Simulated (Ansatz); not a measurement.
Cost and result for the atomization energy of CH₇BO₂SSi (`COB(S)O[SiH3]`) (13 atoms, 12 bonds).

| atom | x (Å) | y (Å) | z (Å) |
| --- | --- | --- | --- |
| C1 | -1.176 | -0.747 | 1.794 |
| O2 | 0.065 | -1.106 | 1.216 |
| B3 | 0.567 | -0.475 | 0.131 |
| S4 | 2.183 | -1.029 | -0.523 |
| O5 | -0.096 | 0.549 | -0.471 |
| Si6 | 0.116 | 1.490 | -1.807 |
| H7 | -1.003 | -0.405 | 2.816 |
| H8 | -1.816 | -1.631 | 1.822 |
| H9 | -1.672 | 0.043 | 1.228 |
| H10 | 2.335 | -2.011 | 0.378 |
| H11 | 1.562 | 1.649 | -2.108 |
| H12 | -0.573 | 0.864 | -2.962 |
| H13 | -0.492 | 2.809 | -1.513 |

Charge 0, multiplicity 1. Geometry: relaxed with PBE0-D4/def2-TZVP. It is one conformer, not always the lowest. Program: Ansatz. All runs use 2 threads of an AMD EPYC 7R13 on a shared host and a share of an NVIDIA H100 80 GB. Times are those of one run each, without the atoms' runs, and a repeat can differ threefold. Electronic energies, without spin–orbit coupling; frozen cores. CCSD(T)/CBS adds CCSD(T) − MP2 in def2-TZVPP to the MP2 limit, and its time is that of the two runs behind it. T1 = 0.012. B3LYP takes the VWN-RPA correlation (the form of Gaussian; ORCA's B3LYP/G).

CCSD(T)/CBS is a level of theory with its own doubt, some kJ/mol a heavy atom from the limit and from the frozen cores, so smaller differences don't rank the functionals.

```json
{"level": "PBE0-D4/def2-TZVPP", "functions": "306", "wall time": "3.5 s"}
{"level": "PBE-D4/def2-TZVPP (with forces)", "functions": "306", "wall time": "3.7 s"}
{"level": "r2SCAN-D4/def2-TZVPP (with forces)", "functions": "306", "wall time": "3.8 s"}
{"level": "B3LYP-D4/def2-TZVPP (with forces)", "functions": "306", "wall time": "4.4 s"}
{"level": "B2PLYP/def2-TZVPP", "functions": "306", "wall time": "4.6 s"}
{"level": "ωB97X-V/def2-TZVPP", "functions": "306", "wall time": "6 s"}
{"level": "MP2/def2-QZVPP", "functions": "578", "wall time": "6 s"}
{"level": "ωB97M-V/def2-TZVPP (with forces)", "functions": "306", "wall time": "8 s"}
{"level": "CCSD(T)/def2-TZVPP", "functions": "306", "wall time": "9.5 s"}
{"level": "CCSD(T)/CBS(def2)", "functions": "–", "wall time": "16 s"}
```

**Question.** What atomization energy does each give, and how far from CCSD(T)/CBS? (Estimate.)

**Answer.** Ansatz gave: 
| level | atomization (kJ/mol) | difference from CCSD(T)/CBS | per bond |
| --- | --- | --- | --- |
| PBE0-D4/def2-TZVPP | 4930.0 | -18.7 | -1.6 |
| PBE-D4/def2-TZVPP (with forces) | 5009.5 | 60.8 | 5.1 |
| r2SCAN-D4/def2-TZVPP (with forces) | 4969.7 | 21.0 | 1.8 |
| B3LYP-D4/def2-TZVPP (with forces) | 4943.8 | -4.9 | -0.4 |
| B2PLYP/def2-TZVPP | 4895.0 | -53.7 | -4.5 |
| ωB97X-V/def2-TZVPP | 4967.1 | 18.4 | 1.5 |
| MP2/def2-QZVPP | 4988.0 | 39.3 | 3.3 |
| ωB97M-V/def2-TZVPP (with forces) | 4971.5 | 22.8 | 1.9 |
| CCSD(T)/def2-TZVPP | 4820.7 | -128.0 | -10.7 |
| CCSD(T)/CBS(def2) | 4948.7 | 0.0 | 0.0 |

The D4 term adds +47.6 kJ/mol with B3LYP and +25.3 kJ/mol with PBE0; it sums over pairs of atoms, weighted by their polarisabilities, and B3LYP, whose exchange is more repulsive, gets the larger term. From PBE to PBE0 (25 % exact exchange), in def2-TZVPP and without D4, the atomization energy moves by −75.1 kJ/mol: exact exchange takes away binding that semilocal exchange gives to molecules. In def2-TZVPP, CCSD(T) changes the Hartree–Fock value by +1150.1 kJ/mol (the triples alone add +69.1 kJ/mol) and MP2 by +1241.2 kJ/mol; breaking electron pairs costs correlation energy, which Hartree–Fock lacks.
